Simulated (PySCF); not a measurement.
PySCF 2.14 output of an unrestricted TPSS calculation on a single atom or ion in aug-cc-pVDZ-PP with ECP28MDF (5s5p4d2f, 54 functions), with a scalar-relativistic core potential:

```
SCF conv_tol = 1e-09
number electrons alpha = 10  beta = 4
    J. Tao, J. P. Perdew, V. N. Staroverov, and G. E. Scuseria.,  Phys. Rev. Lett. 91, 146401 (2003)
    J. P. Perdew, J. Tao, V. N. Staroverov, and G. E. Scuseria.,  J. Chem. Phys. 120, 6898 (2004)
    J. Tao, J. P. Perdew, V. N. Staroverov, and G. E. Scuseria.,  Phys. Rev. Lett. 91, 146401 (2003)
    J. P. Perdew, J. Tao, V. N. Staroverov, and G. E. Scuseria.,  J. Chem. Phys. 120, 6898 (2004)
cycle= 1 E= -80.151357061363  delta_E= -0.00471  |g|= 0.0214  |ddm|= 0.262
cycle= 2 E= -80.151392099432  delta_E= -3.5e-05  |g|= 0.0189  |ddm|= 0.102
cycle= 3 E= -80.151542068431  delta_E= -0.00015  |g|= 0.000228  |ddm|= 0.0437
cycle= 4 E= -80.1515420871004  delta_E= -1.87e-08  |g|= 9.06e-06  |ddm|= 0.000783
cycle= 5 E= -80.1515420871384  delta_E= -3.8e-11  |g|= 7.39e-07  |ddm|= 2.09e-05
converged SCF energy = -80.1515420871384  <S^2> = 12.000153  2S+1 = 7.0000436
```

The run itself started from symmetry-adapted Hartree-Fock orbitals and held the occupation by maximum overlap, on a logarithmic radial grid, so the iterations belong to that start.

**Question.** Which element, charge and spin multiplicity is this?

**Answer.** Tc⁺ (technetium, charge +1), multiplicity 7; the state was [Kr] 4d5 5s1, high-spin 7S determinant.

Energies and moments cover only the electrons outside the core potential.
